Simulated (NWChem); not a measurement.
Species: SiH3OBr; SMILES Br[SiH2]O

```xyz
6

Si    -0.5115    -1.0678    -0.0176
O      0.8179    -2.0452    -0.1050
Br     0.0583     1.0899    -0.0340
H     -1.3164    -1.3486    -1.2287
H     -1.2823    -1.2741     1.2402
H      1.4637    -1.9888     0.6060
```
Atoms are numbered in this order, from 1.

Program: NWChem. Pople sets run with spherical d functions. All runs use the structure optimised with PBE0/def2-SVP. Level: PBE/6-31G* with SMD (1 M gas to 1 M solution), gas-phase geometry. Reactions with the solvent are ignored.

**Question.** Among these, which solvent gives the lowest value of “solvation free energy (kcal/mol)”?
A. acetonitrile
B. ethylene glycol
C. water
D. 2-propanol

**Answer.** D, 2-propanol. Values: 2-propanol -6.7; acetonitrile -5.2; ethylene glycol -5.1; water -4.4
